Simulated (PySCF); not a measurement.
**How methods differ on the ionisation energy of Bi⁶⁶⁺**

Bi⁶⁶⁺ [Ne] 3s2 3p5 (2P) → Bi⁶⁷⁺ [Ne] 3s2 3p4 (3P), as a difference of total energies. Calculation: PySCF 2.14, in an uncontracted even-tempered set (17 s from 20 bohr⁻², ratio 2.5; 12 p from 26 bohr⁻², ratio 2.5; 4 d from 100 bohr⁻², ratio 2.7; 4 f from 150 bohr⁻², ratio 2.7); the spin-free X2C one-electron Hamiltonian (Gaussian nucleus). Correlated levels: outer shells: 1s2 frozen; virtual orbitals above 40 to 60 times the deepest correlated orbital energy dropped. The calculations carry no spin-orbit coupling.

| method | ionisation energy (eV) |
| --- | --- |
| UHF | 7908.2 |
| LDA | 7909.7 |
| PBE | 7911.1 |
| PBE0 | 7910.9 |
| r2SCAN | 7911.7 |
| BP86 | 7912.5 |
| M06-L | 7910.1 |
| MP2 (outer shells) | 7909.6 |
| SCS-MP2 (outer shells) | 7909.5 |

Spin-orbit coupling is strong in these open shells (close to jj coupling). The scalar numbers leave it out and a first-order estimate fails, so it can dominate the gap to the real levels.

Breit and QED terms and the two-electron picture change are absent.

For comparison: 7720 ± 40 eV (theoretical estimate listed by NIST; NIST Atomic Spectra Database, ionization energies).
